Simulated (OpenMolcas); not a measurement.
Cr4+ with 6 ligands (chloride) in octahedral coordination (Oh). A charge of +0.333 e stands 2.6 Å behind each ligand. Ligand basis ANO-RCC-VDZP.

| Quantity | Value |
| --- | --- |
| Program | OpenMolcas |
| Method | SS-CASPT2, IPEA 0.25 Eh, imaginary shift 0.1 Eh (closed shells correlated: 3s 3p and the ligand valence shells) |
| Basis | ANO-RCC-VTZP [6s5p3d2f1g] |
| Scalar Hamiltonian | DKH2, point nucleus |
| Active space | 2 electrons in 5 orbitals (3d) |
| State averaging | 2S+1 = 3 even, 10 roots; 2S+1 = 1 even, 15 roots |
| Spin-orbit coupling | RASSI with atomic mean-field integrals over the reference wave functions |

All ligands move together. At R = 2.28 Å the first state of the same spin is 23680 cm-1, and at R = 2.31 Å it is 23260 cm-1.

**Question.** A third run gives 21330 cm-1. What distance was it run at?

**Answer.** With a power law R^-n the two known points give n = -ln(23260 / 23680) / ln(2.31 / 2.28) = 1.37. Then R = 2.28 × (23680 / 21330)^(1/1.37) = 2.461 Å. The run was at 2.44 Å, so the estimate is off by +0.021 Å.

Roots that are degenerate in the reference are averaged as groups; the widest CASPT2 spread within a group is 810 cm-1 (the 2-fold group of multiplicity 1 near 50000 cm-1 above the lowest state of its run, R = 2.44). Shifts and gaps below about the spread of the groups concerned are not significant. Over all roots computed the reference weight is 0.60 to 0.63 in R = 2.28, 0.60 to 0.63 in R = 2.31, 0.58 to 0.62 in R = 2.44; a low but even weight reflects the number of correlated electrons. An orbital triplet at a regular site is open to Jahn-Teller coupling, which can distort the site and quench the lowest spin-orbit gaps and is left out. The least metal-like active orbital is 74 % on the metal (Löwdin) and no ligand orbital is active, so the numbers are rough. Ligand-to-metal charge-transfer states are missing. With no ligand orbital active B as a rule stays too high, so bands that hang on it stand too high and its fall with covalency is understated. With one d shell and no ligand orbital active, 10Dq can be off by a tenth or more. These CASPT2 states fit no ligand-field parameters well, so their order and spin gaps are uncertain (holds for R = 2.28; R = 2.31). No measured value stands beside these numbers; the geometry was imposed, not optimised, and the real ion may take another.
